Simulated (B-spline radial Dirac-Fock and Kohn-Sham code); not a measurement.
## Binding energies of Pm⁴⁰⁺

System: promethium as Pm⁴⁰⁺ in the configuration [Ar] 3d3; nuclear rms radius 4.962 fm (A = 145).

The computed values come from an atomic code on a B-spline grid: multi-electron Dirac-Fock with separately optimised hole states, Breit and Lamb-shift corrections added in first order. Electron correlation is not included. Energies are counted from the vacuum level.

All terms are in eV, carry their sign (relaxation lowers the binding energy) and add up to the binding energy; ⟨r⟩ is the mean radius of the orbital in the initial state.

```
  subshell  −ε (Koopmans)  relaxation    Gaunt  retardation  self-energy  vacuum polarisation  binding energy  ⟨r⟩ (bohr)
    K (1s)        47645.5      -37.42  -134.51        11.65       -74.27                11.61         47422.6       0.023
   L1 (2s)         9633.6      -10.73   -14.02         0.92        -9.97                 1.45          9601.2       0.098
L2 (2p1/2)         9233.8      -13.40   -23.33         2.41         0.35                 0.00          9199.8       0.082
L3 (2p3/2)         8664.1      -12.13   -16.52         3.08        -0.52                -0.06          8638.0       0.088
   M1 (3s)         3525.8       -1.46    -3.07         0.26        -2.48                 0.35          3519.4       0.244
M2 (3p1/2)         3359.9       -1.76    -5.20         0.61         0.03                 0.00          3353.6       0.233
M3 (3p3/2)         3225.4       -1.55    -3.65         0.79        -0.17                -0.02          3220.8       0.243
 M4,5 (3d)         2984.2       -2.16    -1.77         0.33         0.11                -0.02          2980.7       0.215
```

For the deepest level, K (1s), the Breit terms make up -0.259 % of the binding energy, QED -0.132 % and orbital relaxation -0.079 %.

Going to the tabulated ground configuration of the next ion removes an electron from M4,5 (3d), computed at 2980.7 eV. NIST lists 2997 ± 4 eV as the ionisation energy of this species (theoretical), +16.30 eV from the computed value. Where a p, d or f shell is open in either ion the computed value averages over both j values and all terms, while the table refers to the lowest levels; that difference holds spin-orbit splitting (largest in heavy or highly charged ions), term energies where several electrons share open shells, and correlation, and it can reach 10 % or more.
